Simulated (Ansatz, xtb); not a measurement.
## BF2GeN: where a starting geometry ends

The starting geometry of this gas-phase singlet has its atoms placed at random.

```yaml
atoms:
  - { symbol: B, position_ang: [-1.4295, 0.5609, 1.3531] }
  - { symbol: F, position_ang: [-1.9905, 0.2546, 0.0147] }
  - { symbol: F, position_ang: [-0.0145, 0.4600, 1.8391] }
  - { symbol: Ge, position_ang: [1.6235, -0.5641, 0.9675] }
  - { symbol: N, position_ang: [-1.1709, 0.8714, -1.0749] }
```

Question: Guess where an optimisation with r2SCAN-D4/def2-SVP ends from this start.

Answer: It ends as `FB(F)[N+]#[Ge-]`. Distances that change by over a tenth: B1–F2 (1.48 → 1.33 Å), B1–F3 (1.50 → 1.33 Å), F2–N5 (1.50 → 2.40 Å), F3–Ge4 (2.12 → 3.94 Å). Contacts that close: B1–N5 (2.46 → 1.41 Å), Ge4–N5 (3.75 → 1.67 Å).

The energy falls by 15.36 eV over 36 steps:

```
step  E − E(last) (eV)
   1            15.363
   5            10.919
   9             7.409
  13             7.228
  17             7.218
  20             7.217
  24             7.199
  28             6.466
  32             0.309
  36             0.000
```

Final geometry (Å):

```yaml
atoms:
  - { symbol: B, position_ang: [-1.0858, 0.4434, 0.9721] }
  - { symbol: F, position_ang: [-2.2895, 0.6701, 0.4512] }
  - { symbol: F, position_ang: [-0.9980, 0.5065, 2.2989] }
  - { symbol: Ge, position_ang: [1.3576, -0.1900, -0.7870] }
  - { symbol: N, position_ang: [0.0338, 0.1528, 0.1643] }
```

From the same start GFN2-xTB ends elsewhere, in pieces: BF2 + GeN.

From so rough a start the end depends on the optimiser's path, so another program may land elsewhere. No frequencies were run, so the end isn't proven a minimum. Run with Ansatz 0.2.0, 59 s on 1 thread of Intel(R) Xeon(R) 6975P-C (Granite Rapids) (shared host).
